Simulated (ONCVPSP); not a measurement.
## Cutoff test, fluorine (F), ONCV

fluorine (F), optimised norm-conserving Vanderbilt (ONCV), made with ONCVPSP 4.0.1 (PBE, scalar-relativistic). Core [He], reference 2s2 2p5. Waves: 2s: rc 0.80 bohr, ncon 4, nbas 8, qcut 6.5 1/bohr, 2 projectors, debl 2.2 Ha; 2p: rc 1.25 bohr, ncon 3, nbas 8, qcut 14.1 1/bohr, 2 projectors, debl 1.5 Ha; d scattering state at 0.1 Ha: rc 1.10 bohr, ncon 5, nbas 8, qcut 9.3 1/bohr, 1 projector. Local part: polynomial inside 0.75 bohr (lpopt 5, dvloc0 4 Ha). Core correction: none.

Problem. For each optimised wave give the share of its norm inside rc, the residual kinetic energy above qcut (Ha) and the cutoffs (Ha) for errors of 10, 1, 0.1 and 0.01 mHa per electron.

Solution.

| wave | norm inside rc | residual KE | 10 mHa | 1 mHa | 0.1 mHa | 0.01 mHa |
| --- | --- | --- | --- | --- | --- | --- |
| 2s | 0.379 | 2.3e-02 | 31.6 | 231.5 | 279.1 | 378.0 |
| s projector 2 | 0.087 | 9.0e-03 | 20.4 | 66.7 | 308.6 | 380.7 |
| 2p | 0.678 | 2.5e-09 | 40.1 | 53.0 | 64.0 | 73.4 |
| p projector 2 | 0.148 | 1.1e-09 | 37.9 | 52.0 | 63.9 | 74.0 |
| d projector 1 | 0.000 | 1.1e-08 | 0.2 | 0.4 | 1.4 | 6.4 |

The occupied waves need 231 Ha and 279 Ha for 1 and 0.1 mHa. Rows with under 1 % of the norm inside rc give no meaningful cutoff. Its largest configuration-test error is +378 meV.
